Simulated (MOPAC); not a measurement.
MOPAC input (MNDO):

```
MNDO 1SCF GEO-OK AUX(PRECISION=9) THREADS=1
C3H10BN

C     1.60886800 1   -1.15479900 1    0.59394900 1
N     0.98049800 1   -0.06112400 1   -0.12367800 1
B    -0.37323600 1    0.29639500 1   -0.17186800 1
C    -0.79036800 1    1.56391800 1   -1.02031600 1
C    -1.47096700 1   -0.52584500 1    0.62121100 1
H     2.33145000 1   -0.78879500 1    1.32927200 1
H     2.13308700 1   -1.83342600 1   -0.08536500 1
H     0.85428700 1   -1.72873000 1    1.12655100 1
H     1.63654400 1    0.50917200 1   -0.63591700 1
H    -1.34872400 1    2.27609200 1   -0.40372700 1
H     0.04808900 1    2.10131200 1   -1.47180000 1
H    -1.47233100 1    1.27516500 1   -1.82727900 1
H    -1.30240800 1   -1.60536800 1    0.62481000 1
H    -2.47397600 1   -0.34841600 1    0.22821600 1
H    -1.48852300 1   -0.21075500 1    1.67126600 1
```

Output:

```
 *******************************************************************************
 **                                                                           **
 **                              MOPAC v23.2.5                                **
 **                                                                           **
 *******************************************************************************
 ** MOPAC's Digital Object Identifier: https://doi.org/10.5281/zenodo.6511958 **
 **                                                                           **
 ** Please cite the open-source release paper for use of this MOPAC version:  **
 ** J. E. Moussa and J. J. P. Stewart (2026)                                  **
 ** MOPAC: An open-source semiempirical molecular orbital program             **
 ** J. Open Source Softw., 11(119), 8025, https://doi.org/10.21105/joss.08025 **
 *******************************************************************************

                              MNDO CALCULATION RESULTS

 *******************************************************************************
 *  MNDO       - The MNDO Hamiltonian to be used
 *  GEO-OK     - OVERRIDE INTERATOMIC DISTANCE AND OTHER SAFETY CHECKS
 *  1SCF       - DO 1 SCF AND THEN STOP
 *  AUX        - OUTPUT AUXILIARY INFORMATION
 *******************************************************************************
MNDO 1SCF GEO-OK AUX(PRECISION=9) THREADS=1
 C3H10BN

   ATOM   CHEMICAL          X               Y               Z
  NUMBER   SYMBOL      (ANGSTROMS)     (ANGSTROMS)     (ANGSTROMS)

     1       C          1.60886800  *  -1.15479900  *   0.59394900  *
     2       N          0.98049800  *  -0.06112400  *  -0.12367800  *
     3       B         -0.37323600  *   0.29639500  *  -0.17186800  *
     4       C         -0.79036800  *   1.56391800  *  -1.02031600  *
     5       C         -1.47096700  *  -0.52584500  *   0.62121100  *
     6       H          2.33145000  *  -0.78879500  *   1.32927200  *
     7       H          2.13308700  *  -1.83342600  *  -0.08536500  *
     8       H          0.85428700  *  -1.72873000  *   1.12655100  *
     9       H          1.63654400  *   0.50917200  *  -0.63591700  *
    10       H         -1.34872400  *   2.27609200  *  -0.40372700  *
    11       H          0.04808900  *   2.10131200  *  -1.47180000  *
    12       H         -1.47233100  *   1.27516500  *  -1.82727900  *
    13       H         -1.30240800  *  -1.60536800  *   0.62481000  *
    14       H         -2.47397600  *  -0.34841600  *   0.22821600  *
    15       H         -1.48852300  *  -0.21075500  *   1.67126600  *

          CARTESIAN COORDINATES

    NO.       ATOM           X           Y           Z

     1         C          1.6089     -1.1548      0.5939
     2         N          0.9805     -0.0611     -0.1237
     3         B         -0.3732      0.2964     -0.1719
     4         C         -0.7904      1.5639     -1.0203
     5         C         -1.4710     -0.5258      0.6212
     6         H          2.3315     -0.7888      1.3293
     7         H          2.1331     -1.8334     -0.0854
     8         H          0.8543     -1.7287      1.1266
     9         H          1.6365      0.5092     -0.6359
    10         H         -1.3487      2.2761     -0.4037
    11         H          0.0481      2.1013     -1.4718
    12         H         -1.4723      1.2752     -1.8273
    13         H         -1.3024     -1.6054      0.6248
    14         H         -2.4740     -0.3484      0.2282
    15         H         -1.4885     -0.2108      1.6713

  H: (MNDO): M.J.S. DEWAR, W. THIEL, J. AM. CHEM. SOC., 99, 4899, (1977)
  B: (MNDO): M.J.S. DEWAR, M.L. MCKEE, J. AM. CHEM. SOC., 99, 5231, (1977)
  C: (MNDO): M.J.S. DEWAR, W. THIEL, J. AM. CHEM. SOC., 99, 4899, (1977)
  N: (MNDO): M.J.S. DEWAR, W. THIEL, J. AM. CHEM. SOC., 99, 4899, (1977)

           Empirical Formula: C3 H10 N B  =    15 atoms

      MOLECULAR POINT GROUP   :   C1

      RHF CALCULATION, NO. OF DOUBLY OCCUPIED LEVELS = 15

 -------------------------------------------------------------------------------
 MNDO 1SCF GEO-OK AUX(PRECISION=9) THREADS=1
 C3H10BN

     1SCF WAS SPECIFIED, SO BFGS WAS NOT USED
     SCF FIELD WAS ACHIEVED

                              MNDO CALCULATION
                                                       MOPAC v23.2.5 Linux

          FINAL HEAT OF FORMATION =        -51.58721 KCAL/MOL =    -215.84087 KJ/MOL

          COSMO AREA              =        129.55 SQUARE ANGSTROMS
          COSMO VOLUME            =        116.53 CUBIC ANGSTROMS

          IONIZATION POTENTIAL    =         10.749659 EV
          HOMO LUMO ENERGIES (EV) =        -10.750  1.978
          NO. OF FILLED LEVELS    =         15
          MOLECULAR WEIGHT        =         70.9287         POINT GROUP:  C1

          MOLECULAR DIMENSIONS (Angstroms)

            Atom       Atom       Distance
            H    10    H     7     5.39560
            H    11    H    15     4.08338
            H     6    H    14     3.14602

          SCF CALCULATIONS        =          1

   ATOM   CHEMICAL          X               Y               Z
  NUMBER   SYMBOL      (ANGSTROMS)     (ANGSTROMS)     (ANGSTROMS)

     1       C          1.60886800  *  -1.15479900  *   0.59394900  *
     2       N          0.98049800  *  -0.06112400  *  -0.12367800  *
     3       B         -0.37323600  *   0.29639500  *  -0.17186800  *
     4       C         -0.79036800  *   1.56391800  *  -1.02031600  *
     5       C         -1.47096700  *  -0.52584500  *   0.62121100  *
     6       H          2.33145000  *  -0.78879500  *   1.32927200  *
     7       H          2.13308700  *  -1.83342600  *  -0.08536500  *
     8       H          0.85428700  *  -1.72873000  *   1.12655100  *
     9       H          1.63654400  *   0.50917200  *  -0.63591700  *
    10       H         -1.34872400  *   2.27609200  *  -0.40372700  *
    11       H          0.04808900  *   2.10131200  *  -1.47180000  *
    12       H         -1.47233100  *   1.27516500  *  -1.82727900  *
    13       H         -1.30240800  *  -1.60536800  *   0.62481000  *
    14       H         -2.47397600  *  -0.34841600  *   0.22821600  *
    15       H         -1.48852300  *  -0.21075500  *   1.67126600  *

                             CARTESIAN COORDINATES

   1    C        1.608868000    -1.154799000     0.593949000
   2    N        0.980498000    -0.061124000    -0.123678000
   3    B       -0.373236000     0.296395000    -0.171868000
   4    C       -0.790368000     1.563918000    -1.020316000
   5    C       -1.470967000    -0.525845000     0.621211000
   6    H        2.331450000    -0.788795000     1.329272000
   7    H        2.133087000    -1.833426000    -0.085365000
   8    H        0.854287000    -1.728730000     1.126551000
   9    H        1.636544000     0.509172000    -0.635917000
  10    H       -1.348724000     2.276092000    -0.403727000
  11    H        0.048089000     2.101312000    -1.471800000
  12    H       -1.472331000     1.275165000    -1.827279000
  13    H       -1.302408000    -1.605368000     0.624810000
  14    H       -2.473976000    -0.348416000     0.228216000
  15    H       -1.488523000    -0.210755000     1.671266000

           Empirical Formula: C3 H10 N B  =    15 atoms

      MOLECULAR POINT GROUP   :   C1

                  EIGENVALUES
 -37.37705 -32.32400 -30.09104 -27.20425 -19.30882 -17.03711 -15.30129 -15.23367
 -14.06631 -13.71675 -13.40157 -13.28529 -12.81004 -11.50979 -10.74966   1.97816
   2.52792   3.74410   4.02382   4.09879   4.63045   4.63852   4.76529   5.08499
   5.11225   5.42621   6.00421   6.18498   7.67432   7.98781

              NET ATOMIC CHARGES AND DIPOLE CONTRIBUTIONS

  ATOM NO.   TYPE          CHARGE      No. of ELECS.   s-Pop       p-Pop
    1          C           0.197108        3.8029     1.20541     2.59748
    2          N          -0.298231        5.2982     1.45051     3.84772
    3          B          -0.044243        3.0442     1.18009     1.86415
    4          C           0.029140        3.9709     1.20524     2.76562
    5          C           0.032343        3.9677     1.20444     2.76321
    6          H          -0.014404        1.0144     1.01440
    7          H          -0.013462        1.0135     1.01346
    8          H           0.005704        0.9943     0.99430
    9          H           0.158077        0.8419     0.84192
   10          H          -0.002723        1.0027     1.00272
   11          H          -0.020947        1.0209     1.02095
   12          H          -0.001944        1.0019     1.00194
   13          H          -0.013402        1.0134     1.01340
   14          H          -0.008465        1.0085     1.00846
   15          H          -0.004549        1.0045     1.00455
 DIPOLE           X         Y         Z       TOTAL
 POINT-CHG.     1.069    -0.550     0.276     1.234
 HYBRID         0.356     0.128    -0.117     0.396
 SUM            1.425    -0.422     0.159     1.495

          ATOMIC ORBITAL ELECTRON POPULATIONS

     Atom    s        px        py        pz
    1  C   1.20541   0.88989   0.83302   0.87457
    2  N   1.45051   1.12254   1.27423   1.45095
    3  B   1.18009   0.69108   0.64933   0.52373
    4  C   1.20524   0.90783   0.93601   0.92177
    5  C   1.20444   0.93253   0.91076   0.91993
    6  H   1.01440
    7  H   1.01346
    8  H   0.99430
    9  H   0.84192
   10  H   1.00272
   11  H   1.02095
   12  H   1.00194
   13  H   1.01340
   14  H   1.00846
   15  H   1.00455

 **********************
 *                    *
 * JOB ENDED NORMALLY *
 *                    *
 **********************

 == MOPAC DONE ==
```

The geometry given is a B3LYP-D3(BJ)/def2-TZVP minimum.
